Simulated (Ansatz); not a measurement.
Stepwise reaction of `[S]=[Mo](=[S])([Cl])[Cl]` with hydrogen fluoride, as a gas-phase model of exchange steps in deposition or etching. ΔE in kJ/mol; ΔG adds harmonic PBE0-D4 terms to CCSD(T)/CBS, at 1 bar.

Gas-phase electronic energies from Ansatz, PBE0-D4/def2-TZVP geometries. CCSD(T)/CBS is the MP2 limit (def2-TZVPP, def2-QZVPP) plus CCSD(T) − MP2 in def2-TZVPP, frozen cores. This one scheme is used for every species. Functionals use def2-TZVPP. B3LYP here is the variant with VWN-RPA as its local correlation; programs differ in this. Elements past krypton have def2 core potentials. For Mo outer-core shells are correlated without core-valence functions, which leaves a few kJ/mol of doubt a bond.

```csv
step,reaction,PBE-D4,B3LYP-D4,ωB97M-V,CCSD(T)/CBS,ΔG(400 K)
2,`[F][Mo](=[S])(=[S])[Cl]` + H–F → `[F][Mo]([F])(=[S])=[S]` + HCl,10.5,11.8,8.3,25.9,22.1
```

Problem. Give the row of step 1, `[S]=[Mo](=[S])([Cl])[Cl]` + H–F → `[F][Mo](=[S])(=[S])[Cl]` + HCl. (Best estimate.)

Solution. The calculation gave: 
| step | reaction | PBE-D4 | B3LYP-D4 | ωB97M-V | CCSD(T)/CBS | ΔG(400 K) |
| --- | --- | --- | --- | --- | --- | --- |
| 1 | `[S]=[Mo](=[S])([Cl])[Cl]` + H–F → `[F][Mo](=[S])(=[S])[Cl]` + HCl | 12.2 | 13.9 | 9.9 | 27.6 | 19.2 |

Problem. By hand: ΔE of the 2 steps together at CCSD(T)/CBS.

Solution. (27.6) + (25.9) = 53.5 kJ/mol, or 26.8 kJ/mol a step.

In ΔE the steps differ by no more than 1.7 kJ/mol. All are uphill at CCSD(T)/CBS. ΔG lies between 19.2 and 22.1 kJ/mol a step. PBE-D4 differs from CCSD(T)/CBS by -15.4 to -15.4 kJ/mol a step. Isolated molecules leave out the surface, adducts and barriers. Largest T1 diagnostic: 0.025.
